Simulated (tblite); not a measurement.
Compound: C4H12OSi2.
Structure used (GFN2-xTB), in Å, numbered top down from 1:
```xyz
19
C4H12OSi2 angstrom
C     -1.0407    0.6638    1.1470
C     -0.7181   -0.2309   -0.0511
C     -1.9542   -0.4480   -0.9100
C     -0.1130   -1.4947    0.4005
O      0.8812   -1.5682    1.0904
Si     0.7538    0.5954   -1.0292
Si     2.6314    0.4755    0.3176
H     -0.1951    0.7138    1.8280
H     -1.2895    1.6715    0.8206
H     -1.8950    0.2636    1.6943
H     -2.7572   -0.9066   -0.3319
H     -2.3166    0.5025   -1.2951
H     -1.7304   -1.0930   -1.7570
H     -0.5850   -2.4211    0.0178
H      0.2050    1.9102   -1.4006
H      0.8204   -0.1462   -2.3000
H      3.5775    1.4800   -0.2013
H      2.3858    0.8448    1.7111
H      3.3300   -0.8030    0.2414
```

Level: GFN2-xTB in tblite, geometry and Hessian alike; calculated harmonic values, unscaled, isolated species. Errors from tens to a few hundred cm⁻¹ against measured bands are possible. Modes of hydrogen on silicon can be 10 to 20 % off. One conformer, not necessarily the lowest.

Harmonic wavenumbers (cm⁻¹): 63.9, 87.5, 128.0, 181.0, 191.2, 198.1, 215.1, 226.9, 274.1, 311.2, 348.9, 378.6, 460.8, 487.2, 495.3, 570.1, 579.1, 609.6, 666.8, 765.9, 807.3, 830.9, 841.6, 857.1, 930.3, 975.9, 995.8, 1028.1, 1144.5, 1194.4, 1252.4, 1380.8, 1406.8, 1423.4, 1492.1, 1502.1, 1506.7, 1511.5, 1701.3, 2162.1, 2168.7, 2185.5, 2256.4, 2290.3, 2752.6, 2994.1, 2997.1, 3022.0, 3028.6, 3036.2, 3045.2.

A = 2540, B = 1309, C = 1111 MHz; mass 132.043 u (most abundant isotopes); point group C1, symmetry number 1.

Problem. Zero-point energy?

Solution. ½Σν̃ = 30981 cm⁻¹ = 88.58 kcal/mol.

Problem. Give the ideal-gas entropy at 400 K and 1 bar in the rigid-rotor, harmonic-oscillator model (classical rotation).

Solution. Translation 42.03, rotation 29.73, vibration 44.00: S = 115.8 cal/(mol K).

Problem. And Cp and H(400 K) − H(0)?

Solution. Cp = 52.65 cal/(mol K), of which vibrations give 44.70 (their classical limit is 51 R = 101.3); H(400 K) − H(0) = 12.64 kcal/mol without the zero-point energy, 9.46 from vibrations.

Problem. How do the functions run with temperature in this model?

Solution. 
```
 T (K)  S (cal/(mol K))  Cp (cal/(mol K))  H − H(0) (kcal/mol)  G − H(0) (kcal/mol)  ln q(vib)
   150             77.9              27.0                 2.48                -9.21       2.71
   250             94.5              38.5                 5.77               -17.85       5.71
298.15            101.7              43.4                 7.74               -22.58       7.17
   600            139.9              66.7                24.66               -59.30      16.00
   900            169.9              80.8                46.95              -105.93      23.87
```

q(vib) and H(0) count from the zero-point level.

Problem. What must be added to the electronic energy to get the Gibbs energy at 400 K and 1 bar?

Solution. ZPE + [H(400 K) − H(0)] − T·S = 88.58 + 12.64 − 46.31 = 54.91 kcal/mol.

Problem. Blend soft modes into free rotors: weight 1/[1 + (100 cm⁻¹/ν̃)⁴] for the oscillator and the rest for a rotor with moment μB/(μ + B), μ = h/(8π²ν), B = 10⁻⁴⁴ kg m². What vibrational entropy results?

Solution. 42.00 cal/(mol K) in place of 44.00, which changes −T·S at 400 K by +0.80 kcal/mol.

Hindered rotation and anharmonicity are outside this model. Other conformers, if any are populated, would add a mixing term that is left out. The structure is chiral; the term R ln 2 for an equal mix with its mirror image is left out.

Time: 2.1 s. Hardware: an Intel Xeon at 2.50 GHz with one thread, shared host with 64 logical CPUs at a one-minute load of 63. The figure is for the frequency step alone.
